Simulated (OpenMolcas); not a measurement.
**Ni²⁺: input and output**

Input:

```
&GATEWAY
Coord
1

Ni 0.0 0.0 0.0
Basis=ANO-RCC-VDZP
Group=XYZ
NoMove
AngMom=0.0 0.0 0.0
AMFI
&SEWARD
* reference wave functions (RASSCF and RASSI steps not shown): 8 electrons in 9 orbitals (RAS2 3d 4s; RAS3 4p, at most 2 electrons)
>>> COPY JOB001 $Project.JobIph
&CASPT2
Multistate=55 1 2 3 4 5 6 7 8 9 10 11 12 13 14 15 16 17 18 19 20 21 22
23 24 25 26 27 28 29 30 31 32 33 34 35 36 37 38 39 40 41 42 43 44 45 46
47 48 49 50 51 52 53 54 55
Frozen=2 3
IPEA=0.25
Imaginary=0.1
MaxIter=60
WThr=0.0 0.3 0.05
PrWF=0.5
NoMix
>>> COPY JOB002 $Project.JobIph
&CASPT2
Multistate=10 1 2 3 4 5 6 7 8 9 10
Frozen=2 3
IPEA=0.25
Imaginary=0.1
MaxIter=60
WThr=0.0 0.3 0.05
PrWF=0.5
NoMix
>>> COPY JOB003 $Project.JobIph
&CASPT2
Multistate=50 1 2 3 4 5 6 7 8 9 10 11 12 13 14 15 16 17 18 19 20 21 22
23 24 25 26 27 28 29 30 31 32 33 34 35 36 37 38 39 40 41 42 43 44 45 46
47 48 49 50
Frozen=2 3
IPEA=0.25
Imaginary=0.1
MaxIter=60
WThr=0.0 0.3 0.05
PrWF=0.5
NoMix
...
```

Launched by
```bash
OMP_NUM_THREADS=1 MOLCAS_MEM=1689 MOLCAS_PROJECT=a pymolcas a.inp > a.log  # once for each step of the input, in one work folder
```

Output, cut to the results:

```
--- CASPT2 ---
Orbital specifications:
      -----------------------

      Symmetry species                           1   2
                                                ag  au
      Frozen orbitals                            2   3
      Inactive orbitals                          1   3
      Active orbitals                            6   3
      Secondary orbitals                         6  10
      Deleted orbitals                           0   0
      Number of basis functions                 15  19
Type of calculation                        MS-CASPT2
      Fock operator                              state-specific
      IPEA shift                                 0.25
      Real shift                                 0.00
      Imaginary shift                            0.10
      The input orbitals will be transformed to quasi-canonical
Reference energy:       -1518.1139269222
      E2 (Non-variational):      -0.5017889230
      Shift correction:          -0.0002511636
      E2 (Variational):          -0.5020400866
      Total energy:           -1518.6159670088
      Residual norm:              0.0000004725
      Reference weight:           0.92200
      Contributions to the CASPT2 correlation energy
      Active & Virtual Only:         -0.2713863401
      One Inactive Excited:          -0.1810000360
      Two Inactive Excited:          -0.0494025469
Reference energy:       -1518.1139269222
      E2 (Non-variational):      -0.5029866607
      Shift correction:          -0.0002531264
      E2 (Variational):          -0.5032397871
      Total energy:           -1518.6171667093
      Residual norm:              0.0000004692
      Reference weight:           0.92179
      Contributions to the CASPT2 correlation energy
      Active & Virtual Only:         -0.2720562102
      One Inactive Excited:          -0.1814157277
      Two Inactive Excited:          -0.0495147228
::    CASPT2 Root  1     Total energy:  -1518.61596701
::    CASPT2 Root  2     Total energy:  -1518.61716671
::    CASPT2 Root  3     Total energy:  -1518.61705583
::    CASPT2 Root  4     Total energy:  -1518.61640604
::    CASPT2 Root  5     Total energy:  -1518.61509645
::    CASPT2 Root  6     Total energy:  -1518.61526100
::    CASPT2 Root  7     Total energy:  -1518.61609570
::    CASPT2 Root  8     Total energy:  -1518.54151164
::    CASPT2 Root  9     Total energy:  -1518.54150762
::    CASPT2 Root 10     Total energy:  -1518.54153059
::    CASPT2 Root 11     Total energy:  -1518.32076881
::    CASPT2 Root 12     Total energy:  -1518.32095921
::    CASPT2 Root 13     Total energy:  -1518.32064504
::    CASPT2 Root 14     Total energy:  -1518.32396763
::    CASPT2 Root 15     Total energy:  -1518.32059214
::    CASPT2 Root 16     Total energy:  -1518.32171032
::    CASPT2 Root 17     Total energy:  -1518.32015107
::    CASPT2 Root 18     Total energy:  -1518.25541042
::    CASPT2 Root 19     Total energy:  -1518.25551326
::    CASPT2 Root 20     Total energy:  -1518.25556976
::    CASPT2 Root 21     Total energy:  -1518.25550947
::    CASPT2 Root 22     Total energy:  -1518.25544513
::    CASPT2 Root 23     Total energy:  -1518.25540378
::    CASPT2 Root 24     Total energy:  -1518.25540472
::    CASPT2 Root 25     Total energy:  -1518.25541432
::    CASPT2 Root 26     Total energy:  -1518.25545452
::    CASPT2 Root 27     Total energy:  -1518.23993613
::    CASPT2 Root 28     Total energy:  -1518.23993602
::    CASPT2 Root 29     Total energy:  -1518.23993641
::    CASPT2 Root 30     Total energy:  -1518.24060846
--- CASPT2 ---
Orbital specifications:
      -----------------------

      Symmetry species                           1   2
                                                ag  au
      Frozen orbitals                            2   3
      Inactive orbitals                          1   3
      Active orbitals                            6   3
      Secondary orbitals                         6  10
      Deleted orbitals                           0   0
      Number of basis functions                 15  19
Type of calculation                        MS-CASPT2
      Fock operator                              state-specific
      IPEA shift                                 0.25
      Real shift                                 0.00
      Imaginary shift                            0.10
      The input orbitals will be transformed to quasi-canonical
Reference energy:       -1517.9530280113
      E2 (Non-variational):      -0.4016571003
      Shift correction:          -0.0001156190
      E2 (Variational):          -0.4017727192
      Total energy:           -1518.3548007305
      Residual norm:              0.0000004824
      Reference weight:           0.94380
      Contributions to the CASPT2 correlation energy
      Active & Virtual Only:         -0.1710668414
      One Inactive Excited:          -0.1737880689
      Two Inactive Excited:          -0.0568021900
Reference energy:       -1517.9530280113
      E2 (Non-variational):      -0.3965210810
      Shift correction:          -0.0001093159
      E2 (Variational):          -0.3966303969
      Total energy:           -1518.3496584082
      Residual norm:              0.0000001753
      Reference weight:           0.94564
      Contributions to the CASPT2 correlation energy
      Active & Virtual Only:         -0.1675883281
      One Inactive Excited:          -0.1724293460
      Two Inactive Excited:          -0.0565034070
::    CASPT2 Root  1     Total energy:  -1518.35480073
::    CASPT2 Root  2     Total energy:  -1518.34965841
::    CASPT2 Root  3     Total energy:  -1518.35041405
::    CASPT2 Root  4     Total energy:  -1518.35324496
::    CASPT2 Root  5     Total energy:  -1518.35068507
::    CASPT2 Root  6     Total energy:  -1518.35234703
::    CASPT2 Root  7     Total energy:  -1518.35186338
::    CASPT2 Root  8     Total energy:  -1518.27013903
::    CASPT2 Root  9     Total energy:  -1518.27013718
...
```

Levels above the lowest, from the spin-orbit matrix with the single-state CASPT2 energies, averaged by term, on its diagonal:

| Configuration | Term | J | E (cm-1) | Measured (cm-1) | g | Term weight % | Second |
| --- | --- | --- | --- | --- | --- | --- | --- |
| 3d8 | 3F | 4 | 0.0 | 0.0 | 1.250 | 100 |  |
| 3d8 | 3F | 3 | 1528 | 1361 | 1.084 | 100 |  |
| 3d8 | 3F | 2 | 2530 | 2270 | 0.670 | 99 |  |
| 3d8 | 1D | 2 | 13520 | 14032 | 1.037 | 91 | 8 3P |
| 3d8 | 3P | 2 | 17480 | 16662 | 1.460 | 92 | 8 1D |
| 3d8 | 3P | 1 | 17910 | 16978 | 1.501 | 100 |  |
| 3d8 | 3P | 0 | 18180 | 17231 |  | 100 |  |
| 3d8 | 1G | 4 | 23940 | 23109 | 1.000 | 100 |  |
| 3d8 | 1S | 0 | 51800 | 52532 |  | 100 |  |
| 3d7 4s | 5F | 5 | 57960 | 53704 | 1.400 | 100 |  |
| 3d7 4s | 5F | 4 | 58910 | 54658 | 1.350 | 99 |  |
| 3d7 4s | 5F | 3 | 59660 | 55406 | 1.250 | 99 |  |
| 3d7 4s | 5F | 2 | 60210 | 55952 | 1.000 | 100 |  |
| 3d7 4s | 5F | 1 | 60570 | 56308 | -0.001 | 100 |  |
| 3d7 4s | 3F(1) | 4 | 64890 |  | 1.250 | 99 |  |
| 3d7 4s | 3F(1) | 3 | 66170 |  | 1.084 | 99 |  |
| 3d7 4s | 3F(1) | 2 | 67050 |  | 0.668 | 99 |  |
| 3d7 4s | 5P | 3 | 76690 | 71067 | 1.667 | 100 |  |
| 3d7 4s | 5P | 2 | 76970 | 71384 | 1.819 | 95 | 5 3P(2) |
| 3d7 4s | 5P | 1 | 77480 | 71842 | 2.474 | 97 | 3 3P(2) |
| 3d7 4s | 3G | 5 | 79770 | 75124 | 1.198 | 98 |  |
| 3d7 4s | 3G | 4 | 80280 | 75647 | 1.046 | 95 | 3 1G |
| 3d7 4s | 3G | 3 | 80880 | 76237 | 0.750 | 100 |  |
| 3d7 4s | 3P(2) | 2 | 82790 |  | 1.493 | 50 | 43 3P(1) |

Against the 19 measured excited levels shown (Corliss and Sugar, J. Phys. Chem. Ref. Data 10, 197 (1981)) the mean absolute deviation is 3000 cm-1; the largest miss in energy is 3d7 4s 5P1: computed 77480, measured 71842 cm-1 (+7.8 %), and the largest in proportion 3d8 3F3 (+12.3 %).

CASPT2 breaks the degeneracy within a term, and the mean is taken; among the terms shown or strongly mixed into the levels shown the widest spread is 1100 cm-1 (3d7 4s 5F). Some high roots are left out of the spin-orbit mixing, which shifts the levels that they would mix with. Some levels mix across a computed gap that differs much from the measured one, so their mixing is not that of the real levels. Terms from blocks run as CI alone lack orbitals of their own. A single d shell beside an s shell can misplace configurations of different d count against each other. Computed and measured levels are paired by configuration, term and J; levels that our copy of the source lacks, or whose pairing is in doubt (as where it misses far off the trend of its configuration), stay unpaired and out of the deviations. Levels of configurations outside the active space are missing. The first state left out of the spin-orbit step lies near 110000 cm-1 above the lowest spin-free state of the reference (among the parities and spins computed), and the list stops at four fifths of that energy or lower. The table shows the lowest 24 of 36 levels.

The CASPT2 steps took 12 min on 1 thread of Arm Neoverse N1, on a shared host; the integral step is not counted.

The term weight is that of the spin-free term in the level, not the purity of its configuration. A number in round brackets counts repeated terms of one configuration in the order of the reference energies.
